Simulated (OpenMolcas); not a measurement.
C: CASPT2 settings compared

```
Program             : OpenMolcas 26.06
Basis               : ANO-RCC-VDZP [3s2p1d]
Scalar Hamiltonian  : DKH4, point nucleus
Active space        : 2 electrons in 3 orbitals (2p)
State averaging     : 2S+1 = 3 even, 3 roots; 2S+1 = 1 even, 6 roots kept (CI in the orbitals of an earlier block)
Spin-orbit coupling : state interaction with AMFI integrals over the reference wave functions, term energies averaged over their components
```

Methods on the same reference wave functions:
A. CASSCF
B. SS-CASPT2, IPEA 0.1 Eh, imaginary shift 0.1 Eh (closed shells correlated: 1s 2s)
C. SS-CASPT2, IPEA 0.6 Eh, sigma2 regulariser 0.25 Eh (closed shells correlated: 1s 2s)
D. XMS-CASPT2, IPEA 0.6 Eh, no level shift (closed shells correlated: 1s 2s)

Energies in cm⁻¹ above 2s² 2p² ³P₀, the measured ground level; measured values from NIST Handbook of Basic Atomic Spectroscopic Data.

| Level | A | B | C | D | Measured |
| --- | --- | --- | --- | --- | --- |
| 2s² 2p² ³P₀ | 0.0 | 0.0 | 0.0 | 0.0 | 0.0 |
| 2s² 2p² ³P₁ | 15.4 | 15.4 | 15.4 | 15.4 | 16.4 |
| 2s² 2p² ³P₂ | 46.1 | 46.1 | 46.1 | 46.1 | 43.4 |
| 2s² 2p² ¹D₂ | 13000 | 11850 | 11380 | 11600 | 10193 |
| 2s² 2p² ¹S₀ | 32454 | 25700 | 25850 | 25740 | 21648 |

Deviations, from unrounded energies. A percentage is the sum of absolute deviations over the sum of measured energies, with the sign that they share, or ± where signs differ.

```
                        Against measurement  Levels      A      B      C      D
             mean absolute deviation (cm-1)       4   3400   1400   1300   1400
      fine structure of the ground term (%)       2   ±6.2   ±6.2   ±6.2   ±6.2
other terms of the ground configuration (%)       2  +42.8  +17.9  +16.9  +17.3
```

C, D lie about equally close to measurement and A furthest from it. The largest miss of C in the table is 2s² 2p² ¹S₀, by +4200 cm-1. The ranking rests on the paired levels alone, and a cruder setting can come out closer through cancelling errors.

Among B to D the level of the table that moves most is 2s² 2p² ¹D₂, by 470 cm-1 (lowest in C, highest in B). Moves below CASPT2's spread within the term are not significant.

The mean deviations of B to D differ by less than CASPT2's widest spread within a term (520 cm-1), so their order carries little weight.

From A to B the spin-free energies of the other terms of 2s² 2p² shown, above ³P, scale by factors of 0.79 to 0.91.

The lowest spin-free term lies below A's lowest term by 0.066 hartree in B, 0.057 hartree in C, 0.062 hartree in D.

Term energies are means over components that CASPT2 splits; among the terms shown or strongly mixed into the levels shown the widest spread is 520 cm-1 (2s² 2p² ¹D, D). Terms from blocks run as CI alone lack orbitals of their own. With the s shell closed, the reference lacks s² → p² mixing. Without dynamic correlation excited terms often stand tens of per cent too high (terms of higher spin than the ground term too low), and those without a measured partner can miss by more than the paired ones (holds for A). Some terms miss by over 15 % even with CASPT2, which points to a basis or an active space too small for the shells correlated (holds for B; C; D). Computed and measured levels are paired by configuration, term and J; levels that our copy of the source lacks, or whose pairing is in doubt (as where it misses far off the trend of its configuration), stay unpaired and out of the deviations. Levels of configurations outside the active space are missing.
